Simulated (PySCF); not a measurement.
Working out the ionisation energy of Xe⁺

Xe⁺ [Kr] 4d10 5s2 5p5 (2P) → Xe²⁺ [Kr] 4d10 5s2 5p4 (3P). Computed with PySCF 2.14 in x2c-TZVPPall, with the spin-free X2C one-electron Hamiltonian (Gaussian nucleus). Frozen: [Ar] 3d10. Energies in hartree (1 hartree = 27.21139 eV):

```json
{"part": "UHF", "Xe⁺ (lower)": "-7443.041000", "Xe²⁺ (upper)": "-7442.302343"}
{"part": "CCSD correlation", "Xe⁺ (lower)": "-0.581861", "Xe²⁺ (upper)": "-0.554116"}
{"part": "(T)", "Xe⁺ (lower)": "-0.009119", "Xe²⁺ (upper)": "-0.007835"}
```

Problem. What does Hartree-Fock give?

Solution. (-7442.302343) − (-7443.041000) = 0.738657 hartree = 20.100 eV.

Problem. What do CCSD and CCSD(T) give?

Solution. The CCSD correlation energies differ by 0.027745 hartree = 0.755 eV and the triples by 0.001284 hartree = 0.035 eV, so CCSD gives 20.855 eV and CCSD(T) 20.890 eV.

Reference: 20.975 eV (semi-empirical (NIST evaluation); NIST Atomic Spectra Database, ionization energies), between the lowest levels; spin-orbit coupling is absent from the calculation.

What remains against the reference includes basis incompleteness, the frozen core and higher excitations.
